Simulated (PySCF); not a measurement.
Ge(I)(SiH3) (GeH₃ISi), SMILES [SiH3][Ge][I] (connectivity only; charge and spin as stated), neutral, multiplicity 1.

Geometry optimised at PBE-D3(BJ)/def2-SVP. The structure was generated by enumeration; whether it is a known compound was not checked. The def2 effective core potentials stand for the cores of I; spin–orbit coupling is left out.

Two levels are set side by side: PBE/def2-TZVPD (PySCF) and PBE0/def2-TZVPD (PySCF). Same geometry, gas phase. Differences are taken from unrounded values.

```
quantity                      PBE0
---------------------------  -----
orbital gap (eV)              3.07
highest occupied level (eV)  -6.54
lowest empty level (eV)      -3.46
dipole moment (D)             1.41
mean polarisability (bohr³)  108.5
```

Question: What does PBE give, and how far is it from PBE0? (Estimate from the structure and the level; the computed values follow.)

Answer: 
| quantity | PBE | PBE minus PBE0 |
|---|---|---|
| orbital gap (eV) | 1.40 | -1.67 |
| highest occupied level (eV) | -5.59 | 0.95 |
| lowest empty level (eV) | -4.18 | -0.72 |
| dipole moment (D) | 1.19 | -0.22 |
| mean polarisability (bohr³) | 112.2 | 3.8 |

Without exact exchange PBE keeps part of each electron's self-repulsion, which lifts occupied levels and narrows the gap. Loosely held outer electrons make PBE densities more polarisable. Differences between two approximate levels are no errors against the true value.

Rough cost on one machine, each run with all the roots and properties that it gave: PBE0 against PBE within a factor of 2.
